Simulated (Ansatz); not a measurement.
`[F][Ga][F]` radical. Charge 0, multiplicity 2.

```xyz
3

F    -0.298   -1.079   -1.039
Ga   -0.529    0.310    0.011
F     0.827    0.769    1.028
```

(1) What are the harmonic wavenumbers in cm⁻¹ at PBE0-D4/def2-TZVP (Ansatz, finite differences of forces, unscaled)? (An estimate is asked.)

(2) Is this a minimum?

(3) Give the ideal-gas thermochemistry at 298.15 K and 1 bar (rigid rotor, harmonic oscillator; point group C2v, symmetry number 2).

(4) And at 400, 500, 600, 800 and 1000 K?

## Answers

(1) Ansatz gave: 178, 642, 681.

(2) Yes, all 3 modes are real.

(3) Zero-point energy 9.0 kJ/mol; H(298) − E = 21.1 kJ/mol; entropy 279.0 J/(mol·K), of which translation 167.2, rotation 93.2, vibration 12.8, electronic 5.8; G(298) − E = -62.0 kJ/mol.

(4) 
```json
{"T (K)": "400", "H − E (kJ/mol)": "26.3", "S (J/mol/K)": "293.8", "G − E (kJ/mol)": "-91.2"}
{"T (K)": "500", "H − E (kJ/mol)": "31.6", "S (J/mol/K)": "305.6", "G − E (kJ/mol)": "-121.2"}
{"T (K)": "600", "H − E (kJ/mol)": "37.0", "S (J/mol/K)": "315.5", "G − E (kJ/mol)": "-152.3"}
{"T (K)": "800", "H − E (kJ/mol)": "48.2", "S (J/mol/K)": "331.5", "G − E (kJ/mol)": "-217.1"}
{"T (K)": "1000", "H − E (kJ/mol)": "59.5", "S (J/mol/K)": "344.2", "G − E (kJ/mol)": "-284.7"}
```
